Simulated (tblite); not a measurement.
Compound: C6H4O2.
SMILES: `C=C1C(=O)C=CC1=O`

Level: GFN2-xTB in tblite, geometry and Hessian alike; calculated harmonic values, unscaled, isolated species. This tight-binding method is rough: wavenumbers can miss measured ones by several per cent, in bad cases by 10 to 20.

Harmonic wavenumbers (cm⁻¹): 71.6, 229.4, 232.2, 251.2, 368.2, 531.9, 539.3, 569.5, 650.2, 683.9, 772.0, 775.9, 853.3, 856.6, 904.1, 941.5, 1036.6, 1037.9, 1143.0, 1192.0, 1245.1, 1363.0, 1608.7, 1681.0, 1752.5, 1776.2, 3089.6, 3116.9, 3125.0, 3131.7.

A = 3576, B = 2216, C = 1368 MHz; mass 108.021 u (most abundant isotopes); point group C2v, symmetry number 2.

Task: What is the zero-point energy?

Result: Half the sum of the wavenumbers: 17765 cm⁻¹ = 50.79 kcal/mol.

Task: Give the ideal-gas entropy at 298.15 K and 1 bar in the rigid-rotor, harmonic-oscillator model (classical rotation).

Result: Translation 39.97, rotation 26.41, vibration 14.40: S = 80.8 cal/(mol K).

Task: And Cp and H(298.15 K) − H(0)?

Result: Cp = 27.07 cal/(mol K), of which vibrations give 19.12 (their classical limit is 30 R = 59.6); H(298.15 K) − H(0) = 4.88 kcal/mol without the zero-point energy, 2.51 from vibrations.

Task: Which modes carry the vibrational entropy at 298.15 K?

Result: 71.6 cm⁻¹: 4.11; 229.4 cm⁻¹: 1.88; 232.2 cm⁻¹: 1.86; 251.2 cm⁻¹: 1.72; 368.2 cm⁻¹: 1.09; 531.9 cm⁻¹: 0.58 cal/(mol K); the other 24 give 3.15 together.

Task: How do the functions run with temperature in this model?

Result: 
```json
{"T (K)": "50", "S (cal/(mol K))": "53.1", "Cp (cal/(mol K))": "9.7", "H − H(0) (kcal/mol)": "0.43", "G − H(0) (kcal/mol)": "-2.23", "ln q(vib)": "0.14"}
{"T (K)": "100", "S (cal/(mol K))": "60.7", "Cp (cal/(mol K))": "12.7", "H − H(0) (kcal/mol)": "0.99", "G − H(0) (kcal/mol)": "-5.08", "ln q(vib)": "0.55"}
{"T (K)": "373.15", "S (cal/(mol K))": "87.4", "Cp (cal/(mol K))": "32.2", "H − H(0) (kcal/mol)": "7.11", "G − H(0) (kcal/mol)": "-25.51", "ln q(vib)": "4.10"}
{"T (K)": "500", "S (cal/(mol K))": "97.9", "Cp (cal/(mol K))": "39.3", "H − H(0) (kcal/mol)": "11.67", "G − H(0) (kcal/mol)": "-37.27", "ln q(vib)": "6.04"}
{"T (K)": "750", "S (cal/(mol K))": "115.7", "Cp (cal/(mol K))": "48.4", "H − H(0) (kcal/mol)": "22.73", "G − H(0) (kcal/mol)": "-64.04", "ln q(vib)": "9.87"}
{"T (K)": "1000", "S (cal/(mol K))": "130.4", "Cp (cal/(mol K))": "53.9", "H − H(0) (kcal/mol)": "35.57", "G − H(0) (kcal/mol)": "-94.86", "ln q(vib)": "13.49"}
```

q(vib) and H(0) count from the zero-point level.

Task: What must be added to the electronic energy to get the Gibbs energy at 298.15 K and 1 bar?

Result: ZPE + [H(298.15 K) − H(0)] − T·S = 50.79 + 4.88 − 24.08 = 31.59 kcal/mol.

Hindered rotation and anharmonicity are outside this model.
